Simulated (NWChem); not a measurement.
**Correlation energy of HBCl**

```
B
H 1 1.2070
Cl 1 1.7187 2 123.29
```
Charge 0, spin multiplicity 2.

The numbers come from NWChem runs, not from measurements. The geometry was optimised at UPBE0/def2-SVP, a minimum by its harmonic frequencies.

Basis set: 3-21G. Each correlation energy counts from its own Hartree-Fock reference.

The correlated methods keep 6 core orbitals frozen. The structure started from a generated list of species. The unpaired electrons of the parent sit in orbitals of symmetry a' (Cs labels of the run); other states weren't searched. The stability of the SCF solutions was not checked. Open-shell Hartree-Fock references start from PBE0 orbitals. No row is a measurement; the coupled-cluster row has its own basis-set and correlation limits.

Problem. For the correlation energy, UMP2 gives -83.8 mHa and SCS-UMP2 gives -84.7 mHa. What do CCSD on UHF, CCSD[T] on UHF, CCSD(T) on UHF give?

Solution. CCSD on UHF: -99.7 mHa; CCSD[T] on UHF: -102.8 mHa; CCSD(T) on UHF: -102.2 mHa.
